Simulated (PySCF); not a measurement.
## InF under electron impact: the energy ladder

PBE0 in PySCF with def2-TZVPPD on every atom (core potentials on In), for the lowest determinant that a PBE0 search found; no spin–orbit coupling.

```
species  state (unpaired electrons)  Re (Å)  ωe (cm⁻¹)  energy of the minimum from the neutral (eV)  De (eV)  dissociates to
    InF      singlet (closed shell)   1.998        521                                         0.00     5.44          In + F
   InF⁺               doublet (σ ↑)   1.912        576                                         9.92     1.13         In⁺ + F
   InF⁻               doublet (π ↑)   2.080        414                                        -0.12     2.31         In + F⁻
```

Problem. Work out the lowest energy to break InF into atoms, from its vibrational ground state.

Solution. D0 = De − ωe/2 = 5.44 − 0.03 = 5.41 eV (PBE0/def2-TZVPPD).

Problem. Work out the ionisation energy of the In atom at this level and the threshold of dissociative ionisation.

Solution. IE(In) = 9.92 + 1.13 − 5.44 = 5.61 eV, so In⁺ + F + e⁻ appears at D0 + IE(In) = 11.02 eV (PBE0/def2-TZVPPD). The measured IE(In) is 5.786 eV (NIST ASD).

Problem. Work out the electron affinity of the F atom and the threshold of dissociative attachment.

Solution. EA(F) = 5.44 − 2.31 − (-0.12) = 3.25 eV, so In + F⁻ needs D0 − EA(F) = 2.16 eV (PBE0/def2-TZVPPD). The measured EA(F) is 3.401 eV.

Problem. At which energy does ion-pair formation open?

Solution. In⁺ + F⁻ lies at D0 + IE(In) − EA(F) = 7.77 eV (PBE0/def2-TZVPPD).

These are thermodynamic thresholds; the onsets seen under electron impact lie higher where the geometry changes, and cross-sections peak well above them.

Spin–orbit coupling is left out, which matters for elements this heavy, above all for dissociation energies. For an ion De counts to the pair picked by the measured ionisation energies or electron affinities, which need not be the lowest pair at this level. The highest Kohn–Sham level is positive in this anion. Much of that is self-interaction error, but it also means that the finite basis helps to hold the extra electron. States were picked by a PBE0 search and need not be the measured ground states.
